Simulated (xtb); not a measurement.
Sn(F)2(Cl)(NH2) (ClF2H2NSn), SMILES [F][Sn]([F])([Cl])[NH2]. All values are semi-empirical tight-binding results from xtb (GFN2-xTB unless named), good for trends rather than for accurate numbers. Geometry optimised at GFN2-xTB. The structure was generated by enumeration; whether it is a known compound was not checked. The values are those of a single conformer.

For metal compounds this method's bond lengths and energies can be far off.

```
Item                                           Value
-------------------------------------  -------------
orbital gap                                  3.05 eV
zero-point energy                      16.9 kcal/mol
G − E(el) at 298.15 K (modified RRHO)  -5.5 kcal/mol
```
